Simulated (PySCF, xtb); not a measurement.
C2H7FSi2, SMILES [SiH2]([SiH3])/C=C\F.

GFN2-xTB (xtb 6.7.1) at its own geometry gives an orbital gap of 3.56 eV and a dipole moment of 1.53 D.

Geometry: B3LYP-D3(BJ)/def2-SVP. The structure was generated by enumeration; whether it is a known compound was not checked. One conformer was computed; it need not be the lowest.

What does r2SCAN/def2-TZVP in PySCF give? (Estimate from the structure and the level; the computed values follow.)

gap 5.20 eV (levels -6.60 and -1.40 eV), dipole 1.55 D.
